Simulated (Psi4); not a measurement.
H4BeGeS (SMILES [SH][Be][GeH3]), singlet, geometry from GFN2-xTB (such geometries of metal compounds can be far from the true shape); B3LYP/cc-pVDZ (Psi4).

Here is a job for Psi4.
```
memory 2 GB

molecule {
0 1
Be    0.32098543    0.42545624   -0.59270207
S     0.87002856    1.48251087   -2.06806358
H     2.18445315    1.52438941   -2.00534123
Ge   -0.47594880   -0.73628429    1.02334985
H    -0.52989555   -2.22619318    0.87498480
H     0.24431692   -0.66480554    2.33615169
H    -1.87291167   -0.49429218    1.50683517
}

set {
  basis cc-pvdz
}

energy('b3lyp')
print_variables()
```

What the program printed (banner, timings and long lists left out):

```
   => Loading Basis Set <=

    Name: CC-PVDZ
    Role: ORBITAL
    Keyword: BASIS

         ---------------------------------------------------------
                                   SCF
               by Justin Turney, Rob Parrish, Andy Simmonett
                          and Daniel G. A. Smith
                              RKS Reference
         ---------------------------------------------------------

  ==> Geometry <==

    Molecular point group: c1
    Full point group: C1

    Geometry (in Angstrom), charge = 0, multiplicity = 1:

       Center              X                  Y                   Z               Mass
    ------------   -----------------  -----------------  -----------------  -----------------
         BE           0.358376194482     0.468077491851    -0.650878105018     9.012183065000
         S            0.907419324482     1.525132121851    -2.126239615018    31.972071174400
         H            2.221843914482     1.567010661851    -2.063517265018     1.007825032230
         GE          -0.438558035518    -0.693663038149     0.965173814982    73.921177761000
         H           -0.492504785518    -2.183571928149     0.816808764982     1.007825032230
         H            0.281707684482    -0.622184288149     2.277975654982     1.007825032230
         H           -1.835520905518    -0.451670928149     1.448659134982     1.007825032230

  Running in c1 symmetry.

  Rotational constants: A =      2.48486  B =      0.04262  C =      0.04245 [cm^-1]
  Rotational constants: A =  74494.21817  B =   1277.69304  C =   1272.66268 [MHz]
  Nuclear repulsion =  169.550879587306241

  Charge       = 0
  Multiplicity = 1
  Electrons    = 56
  Nalpha       = 28
  Nbeta        = 28

  ==> Algorithm <==

  SCF Algorithm Type is DF.
  DIIS enabled.
  MOM disabled.
  Fractional occupation disabled.
  Guess Type is SAD.
  Energy threshold   = 1.00e-06
  Density threshold  = 1.00e-06
  Integral threshold = 1.00e-12

  ==> Primary Basis <==

  Basis Set: CC-PVDZ
    Blend: CC-PVDZ
    Number of shells: 37
    Number of basis functions: 79
    Number of Cartesian functions: 83
    Spherical Harmonics?: true
    Max angular momentum: 2

  ==> DFT Potential <==

   => LibXC <=

    Version 7.1.2
    S. Lehtola, C. Steigemann, M. J. T. Oliveira, and M. A. L. Marques,  SoftwareX 7, 1–5 (2018) (10.1016/j.softx.2017.11.002)

   => Composite Functional: B3LYP <=

    B3LYP Hyb-GGA Exchange-Correlation Functional

    P. J. Stephens, F. J. Devlin, C. F. Chabalowski, and M. J. Frisch,  J. Phys. Chem. 98, 11623 (1994) (10.1021/j100096a001)

    Deriv               =              1
    GGA                 =           TRUE
    Meta                =          FALSE

    Exchange Hybrid     =           TRUE
    MP2 Hybrid          =          FALSE

   => Exchange Functionals <=

    0.0800   Slater exchange
    0.7200         Becke 88

   => Exact (HF) Exchange <=

    0.2000               HF

   => Correlation Functionals <=

    0.1900   Vosko, Wilk & Nusair (VWN5_RPA)
    0.8100   Lee, Yang & Parr

   => LibXC Density Thresholds  <==

    XC_HYB_GGA_XC_B3LYP:  1.00E-15

   => Molecular Quadrature <=

    Radial Scheme          =       TREUTLER
    Pruning Scheme         =           NONE
    Nuclear Scheme         =       TREUTLER

    Blocking Scheme        =         OCTREE
    BS radius alpha        =              1
    Pruning alpha          =              1
    Radial Points          =             75
    Spherical Points       =            302
    Total Points           =         151601
    Total Blocks           =           1192
    Max Points             =            256
    Max Functions          =             79
    Weights Tolerance      =       1.00E-15

   => Loading Basis Set <=

    Name: (CC-PVDZ AUX)
    Role: JKFIT
    Keyword: DF_BASIS_SCF

  ==> Integral Setup <==

  SCF_SUBTYPE=INCORE selected. In-core MEM_DF algorithm will be used.
  Using in-core AOs.

  ==> MemDFJK: Density-Fitted J/K Matrices <==

    J tasked:                   Yes
    K tasked:                   Yes
    wK tasked:                   No
    Algorithm:                 Core
    Schwarz Cutoff:           1E-12
    Mask sparsity (%):       1.3780
    Fitting Condition:        1E-10

   => Auxiliary Basis Set <=

  Basis Set: (CC-PVDZ AUX)
    Blend: CC-PVDZ-JKFIT + DEF2-UNIVERSAL-JKFIT
    Number of shells: 136
    Number of basis functions: 426
    Number of Cartesian functions: 499
    Spherical Harmonics?: true
    Max angular momentum: 3

  Minimum eigenvalue in the overlap matrix is 7.6136451699E-03.
  Reciprocal condition number of the overlap matrix is 1.6471563962E-03.
    Using symmetric orthogonalization.

  ==> Pre-Iterations <==

  SCF Guess: Superposition of Atomic Densities via on-the-fly atomic UHF (no occupation information).

   -------------------------
    Irrep   Nso     Nmo
   -------------------------
     A         79      79
   -------------------------
    Total      79      79
   -------------------------

  ==> Iterations <==

                           Total Energy        Delta E     RMS |[F,P]|

   @DF-RKS iter SAD: -2488.79341965611911   -2.48879e+03   0.00000e+00
   @DF-RKS iter   1: -2491.38111404127767   -2.58769e+00   1.60423e-02 DIIS/ADIIS
   @DF-RKS iter   2: -2491.36495617617038    1.61579e-02   2.13557e-02 DIIS/ADIIS
   @DF-RKS iter   3: -2492.30168966030442   -9.36733e-01   1.07044e-03 DIIS/ADIIS
   @DF-RKS iter   4: -2492.30616243445138   -4.47277e-03   4.24143e-04 DIIS/ADIIS
   @DF-RKS iter   5: -2492.30687938822939   -7.16954e-04   1.03844e-04 DIIS/ADIIS
   @DF-RKS iter   6: -2492.30692615184444   -4.67636e-05   1.77638e-05 DIIS
   @DF-RKS iter   7: -2492.30692770460064   -1.55276e-06   3.35842e-06 DIIS
   @DF-RKS iter   8: -2492.30692776085743   -5.62568e-08   1.09729e-06 DIIS
   @DF-RKS iter   9: -2492.30692776644446   -5.58703e-09   1.26510e-07 DIIS
  Energy and wave function converged.

  ==> Post-Iterations <==

   Electrons on quadrature grid:
      Ntotal   =   55.9999923748 ; deviation = -7.625e-06

    Orbital Energies [Eh]
    ---------------------

    Doubly Occupied:

       1A   -398.766702     2A    -88.875630     3A    -49.811155
       4A    -44.332894     5A    -44.332870     6A    -44.332422
       7A     -7.941123     8A     -6.220102     9A     -5.904588
      10A     -5.899638    11A     -5.897652    12A     -4.390906
      13A     -4.390844    14A     -4.389432    15A     -4.077978
      16A     -1.189199    17A     -1.189150    18A     -1.185821
      19A     -1.185468    20A     -1.185467    21A     -0.733267
      22A     -0.552336    23A     -0.436418    24A     -0.334951
      25A     -0.326006    26A     -0.325309    27A     -0.299031
      28A     -0.279229

    Virtual:

      29A     -0.063461    30A     -0.040308    31A     -0.000365
      32A      0.046677    33A      0.084702    34A      0.096136
      35A      0.105014    36A      0.149571    37A      0.179464
      38A      0.186659    39A      0.202519    40A      0.210163
      41A      0.286011    42A      0.289833    43A      0.295319
      44A      0.345444    45A      0.351916    46A      0.408035
      47A      0.425253    48A      0.446387    49A      0.477829
      50A      0.485189    51A      0.498195    52A      0.510265
      53A      0.519887    54A      0.528354    55A      0.602425
      56A      0.612629    57A      0.618692    58A      0.651978
      59A      0.741882    60A      0.832165    61A      0.861446
      62A      0.892589    63A      0.984490    64A      0.996575
      65A      1.021852    66A      1.070477    67A      1.202276
      68A      1.255557    69A      1.362295    70A      1.367859
      71A      1.437352    72A      1.480145    73A      1.642262
      74A      1.646877    75A      1.656306    76A      1.948016
      77A      1.960034    78A      1.969551    79A      2.074492

    Final Occupation by Irrep:
              A
    DOCC [    28 ]
    NA   [    28 ]
    NB   [    28 ]

  @DF-RKS Final Energy: -2492.30692776644446

   => Energetics <=

    Nuclear Repulsion Energy =            169.5508795873062411
    One-Electron Energy =               -3804.1969014057758613
    Two-Electron Energy =                1230.1788382589404591
    DFT Exchange-Correlation Energy =     -87.8397442069154977
    Empirical Dispersion Energy =           0.0000000000000000
    VV10 Nonlocal Energy =                  0.0000000000000000
    Total Energy =                      -2492.3069277664444598

Computation Completed

Properties will be evaluated at   0.000000,   0.000000,   0.000000 [a0]

Properties computed using the SCF density matrix

 Multipole Moments:

 ------------------------------------------------------------------------------------
     Multipole            Electronic (a.u.)      Nuclear  (a.u.)        Total (a.u.)
 ------------------------------------------------------------------------------------

 L = 1.  Multiply by 2.5417464519 to convert [e a0] to [Debye]
 Dipole X            :         -3.4401854            3.9568649            0.5166796
 Dipole Y            :         -4.3360693            4.5103798            0.1743105
 Dipole Z            :          5.9513727           -6.1564592           -0.2050865
 Magnitude           :                                                    0.5825825

 ------------------------------------------------------------------------------------

  Variable Map:
  ----------------------------------------------------------------------------
  "CURRENT ENERGY"              =>   -2492.306927766444
  "CURRENT REFERENCE ENERGY"    =>   -2492.306927766444
  "DD SOLVATION ENERGY"         =>       0.000000000000
  "DFT FUNCTIONAL TOTAL ENERGY" =>   -2492.306927766444
  "DFT TOTAL ENERGY"            =>   -2492.306927766444
  "DFT VV10 ENERGY"             =>       0.000000000000
  "DFT XC ENERGY"               =>     -87.839744206915
  "GRID ELECTRONS ALPHA"        =>      27.999996187378
  "GRID ELECTRONS BETA"         =>      27.999996187378
  "GRID ELECTRONS TOTAL"        =>      55.999992374757
  "NUCLEAR REPULSION ENERGY"    =>     169.550879587306
  "ONE-ELECTRON ENERGY"         =>   -3804.196901405776
  "PCM POLARIZATION ENERGY"     =>       0.000000000000
  "PE ENERGY"                   =>       0.000000000000
  "SCF ITERATION ENERGY"        =>   -2492.306927766444
  "SCF ITERATIONS"              =>       9.000000000000
  "SCF TOTAL ENERGY"            =>   -2492.306927766444
  "TWO-ELECTRON ENERGY"         =>    1230.178838258940
  "XC GRID RADIAL POINTS"       =>      75.000000000000
  "XC GRID SPHERICAL POINTS"    =>     302.000000000000
  "XC GRID TOTAL POINTS"        =>  151601.000000000000

  Array Variable Map:
  ----------------------------------------------------------------------------
  "CURRENT DIPOLE"              =>       0.516679552313 ... -0.205086455809 1 by 3
  "SCF DIPOLE"                  =>       0.516679552313 ... -0.205086455809 1 by 3
  "SCF TOTAL ENERGIES"          =>   -2488.793419656119 ... -2492.306927766444 1 by 10
```
